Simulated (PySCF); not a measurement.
Atoms are numbered as in `[CH3:1][C:2](=[O:3])[c:4]1[p:5][cH:6][p:7][c:8]([SiH3:9])[c:10]1[F:11]`. Each H is labelled by its parent atom.

[PySCF 2.14.0 with density-fitted response routines: GFN2-xTB geometry; NMR shieldings at PBE0/pcSseg-1/GIAO; gas phase; rapidly exchanging positions averaged; non-relativistic; one computed conformer]

References, each an isolated molecule treated in the same way: TMS for 13C (σ = 186.93 ppm).

Task: Do the 13C shifts follow the atomic charges (in e)? Tabulate both.

Result: 
```json
{"atoms": "C2", "hybridisation": "sp2", "δ (ppm)": "202.6", "σ para (ppm)": "-262", "Hirshfeld": "+0.15", "IAO": "+0.38", "Mulliken": "+0.29", "ESP-fitted": "+0.66"}
{"atoms": "C6", "hybridisation": "sp2", "δ (ppm)": "196.3", "σ para (ppm)": "-278", "Hirshfeld": "-0.18", "IAO": "-0.65", "Mulliken": "-0.71", "ESP-fitted": "-0.02"}
{"atoms": "C10", "hybridisation": "sp2", "δ (ppm)": "175.4", "σ para (ppm)": "-239", "Hirshfeld": "+0.10", "IAO": "+0.32", "Mulliken": "+0.53", "ESP-fitted": "-0.10"}
{"atoms": "C8", "hybridisation": "sp2", "δ (ppm)": "157.8", "σ para (ppm)": "-241", "Hirshfeld": "-0.17", "IAO": "-0.54", "Mulliken": "-0.79", "ESP-fitted": "+0.09"}
{"atoms": "C4", "hybridisation": "sp2", "δ (ppm)": "156.5", "σ para (ppm)": "-238", "Hirshfeld": "-0.09", "IAO": "-0.32", "Mulliken": "-0.67", "ESP-fitted": "+0.07"}
{"atoms": "C1", "hybridisation": "sp3", "δ (ppm)": "34.0", "σ para (ppm)": "-99", "Hirshfeld": "-0.13", "IAO": "-0.47", "Mulliken": "-0.21", "ESP-fitted": "-0.68"}
```

Correlation coefficients of δ with charge over these carbons: Hirshfeld +0.38, IAO +0.37, Mulliken +0.09, ESP-fitted +0.84; with the paramagnetic shielding -0.99. Among the 5 sp2 carbons alone: Hirshfeld +0.43, IAO +0.35, Mulliken +0.42, ESP-fitted +0.52. With so few points, grouped by hybridisation, these coefficients are fragile. Charge is one influence among several: hybridisation and low-lying excitations act through the paramagnetic term.

Shifts are as computed. Against solution values, carbons near 30 ppm lie about +3 ppm off and those near 130 ppm about +5 ppm. Of 1211 compounds with measured shifts, 218 miss one by over three times the rms of a fit or turn the order of signals round; such compounds aren't used in these exercises.
